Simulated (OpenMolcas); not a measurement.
# Cu: effect of the active space

* Program: OpenMolcas 26.06
* Method: SS-CASPT2, IPEA 0.25 Eh, imaginary shift 0.1 Eh
* Basis: ANO-RCC-VTZP
* Scalar Hamiltonian: DKH2, point nucleus
* Spin-orbit coupling: state interaction with AMFI integrals over the reference wave functions, term energies averaged over their components

A. 11 electrons in 6 orbitals (3d 4s); 2S+1 = 2 even, 6 roots; closed shells correlated: 3s 3p; CASPT2 step about 1.3 core-seconds
B. 11 electrons in 11 orbitals (3d 4s 4d); 2S+1 = 2 even, 6 roots; closed shells correlated: 3s 3p; CASPT2 step about 11 core-minutes

Energies in cm-1 above 3d10 4s 2S 1/2, the measured ground level; measured values from NIST Handbook of Basic Atomic Spectroscopic Data.

```csv
Level,A,B,Measured
3d10 4s 2S 1/2,0.0,0.0,0.0
3d9 4s2 2D 5/2,13473,11173,11203
3d9 4s2 2D 3/2,15465,13235,13245
```

Deviations, from unrounded energies. A percentage is the sum of absolute deviations over the sum of measured energies, with the sign that they share, or ± where signs differ.

```csv
Against measurement,Levels,A,B
mean absolute deviation (cm-1),2,2200,20
other configurations (%),2,+18.4,-0.2
```

B lies closest to measurement on these levels. The largest miss of B in the table is 3d9 4s2 2D 5/2, by -30 cm-1. The ranking rests on the paired levels alone, and a cruder setting can come out closer through cancelling errors.

Between A and B the level of the table that moves most is 3d9 4s2 2D 5/2, by 2300 cm-1 (lowest in B, highest in A).

Over all roots computed the reference weight is 0.80 to 0.89 in A; the roots of lowest weight are the least certain, and an intruder state may touch them. A single d shell beside an s shell can misplace configurations of different d count against each other (holds for A). Active for correlation alone: 4d; no level in the range computed is led by a configuration that fills it, so any true level of that kind is missing (holds for B). Computed and measured levels are paired by configuration, term and J; levels that our copy of the source lacks, or whose pairing is in doubt (as where it misses far off the trend of its configuration), stay unpaired and out of the deviations. Only configurations of the active space appear.
